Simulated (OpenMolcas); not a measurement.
## Ag3+: effect of the metal basis

Ag3+ with its 6 nearest fluoride ions at 2.017 Å, on the Ga site of K2NaGaF6 (a = 8.246 Å, distance in the model lattice 1.938 Å). The rest of the host is ab initio model potentials to 7.6 Å and point charges beyond; the distance is set by hand and nothing relaxes.

```yaml
Program: OpenMolcas 26.06
Method: "SS-CASPT2, IPEA 0.25 Eh, imaginary shift 0.1 Eh (closed shells correlated: 4s 4p and the ligand valence shells)"
Spin-orbit_coupling: state interaction with AMFI integrals over the reference wave functions
```

Fixed: ligand basis ANO-RCC-VDZP, active space 8 electrons in 5 orbitals (4d), DKH2 Hamiltonian.

States (labels of O, the rotations of Oh). Energies in cm-1 above the lowest state or level, χT in cm3 K/mol.

```tsv
Run	Metal basis	Ground state	First state of that spin	First gap with spin-orbit (degeneracies)	χT at 300 K	First state of another spin	Cost
A	ANO-RCC-VDZP	3A2	3T2 25010	4770 (3, 2)	1.177	1E 4810	roughly 90 core-seconds
B	ANO-RCC-VTZP	3A2	3T2 24370	4630 (3, 2)	1.194	1E 4680	roughly 2.9 core-minutes
```

Against A, the first state of the same spin changes by -2.6 % in B.

Costs are those of the CASPT2 steps.

Roots that are degenerate in the reference are averaged as groups; the widest CASPT2 spread within a group is 560 cm-1 (the 3-fold group of multiplicity 1 near 28800 cm-1 above the lowest state of its run, B). Shifts and gaps below about the spread of the groups concerned are not significant. Over all roots computed the reference weight is 0.65 to 0.72 in A, 0.66 to 0.72 in B; the roots of lowest weight are the least certain, and an intruder state may touch them. Real 4d8 and 5d8 ions are as a rule square planar and diamagnetic. Ligand-to-metal charge-transfer states are missing. With no ligand orbital active B as a rule stays too high, so bands that hang on it stand too high and its fall with covalency is understated. With one d shell and no ligand orbital active, 10Dq can be off by a tenth or more. The least metal-like active orbital is 71 % on the metal (Löwdin) and no ligand orbital is active, so the numbers are rough (holds for A). The least metal-like active orbital is 75 % on the metal (Löwdin) and no ligand orbital is active, so the numbers are rough (holds for B). No measured value stands beside these numbers; the geometry was set by hand and not optimised.
